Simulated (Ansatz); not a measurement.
`[CH3][Sn]([CH3])([OH])[OH]` → CH₃OH + `[CH3][Sn][OH]` at 700 K and 1 bar (stannylene formation by 1,1-elimination).

Computed with Ansatz on PBE0-D4/def2-TZVP structures; ΔE is electronic, products minus reactants. CCSD(T)/CBS adds triple-zeta CCSD(T) − MP2 to the extrapolated MP2 energy (def2 sets, frozen cores). This one scheme is used for every species. def2 core potentials past Kr. For Sn outer-core shells are correlated without core-valence functions, which leaves a few kJ/mol of doubt a bond. One conformer a species, not always the lowest.

| species | CCSD(T)/CBS energy (Eh) | H − E (kJ/mol) | S (J/(mol·K)) |
| --- | --- | --- | --- |
| `[CH3][Sn]([CH3])([OH])[OH]` | -445.35687 | 359.4 | 561.8 |
| CH₃OH | -115.61712 | 170.8 | 288.5 |
| `[CH3][Sn][OH]` | -329.68108 | 180.6 | 395.6 |

H − E and S are ideal-gas, rigid-rotor, harmonic terms from PBE0-D4/def2-TZVP, for one conformer and one mirror image of each species. 1 Eh = 2625.50 kJ/mol, R = 8.31446 J/(mol·K).

**Question.** By hand: ΔE, ΔH, ΔS and ΔG.

**Answer.** ΔE = (-115.61712) + (-329.68108) − (-445.35687) = 0.05867 Eh = 154.0 kJ/mol. Δ(H − E) = 170.8 + 180.6 − 359.4 = -8.0, so ΔH = 146.0 kJ/mol. ΔS = 288.5 + 395.6 − 561.8 = 122.3 J/(mol·K). ΔG = 146.0 − 700 × (122.3)/1000 = 60.4 kJ/mol.

**Question.** By hand: the equilibrium constant, and the temperature at which ΔG would vanish if ΔH and ΔS stayed fixed.

**Answer.** log₁₀ K = −ΔG/(RT ln 10) = -4.5. ΔG = 0 at ΔH/ΔS = 1194 K.

The number of gas molecules changes by +1, which sets the sign of ΔS. A doubt of 5 kJ/mol in ΔE shifts log₁₀ K by 0.4 here. Other conformers and mirror images would add mixing entropy, several J/(mol·K) or more a flexible species. Modes under 60 cm⁻¹, often nearly free rotors, make the harmonic entropy too high. These are equilibria of isolated gas molecules and say nothing of rates. Largest T1 diagnostic: 0.016 (customary marks: 0.02 for closed shells, 0.045 for open ones).
